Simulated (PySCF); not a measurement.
Vertical excitations of a molecule C₃H₉BO from PySCF with TDDFT-PBE/def2-SVPD, as energy in eV (oscillator strength): 5.77 (0.000), 6.50 (0.003), 7.17 (0.001), 7.25 (0.078), 7.36 (0.003), 7.36 (0.002), 7.49 (0.007), 7.55 (0.052), 7.87 (0.000), 7.90 (0.052). Lowest triplet (TDA): 5.31 eV. Coordinates come from a r2SCAN-D4/def2-SVP optimisation. The values are those of a single conformer.

Problem. Which molecule gave these data?
A. CC(C)BO
B. CCCBO
C. CCBOC
D. BOC(C)C

Solution. C, CCBOC
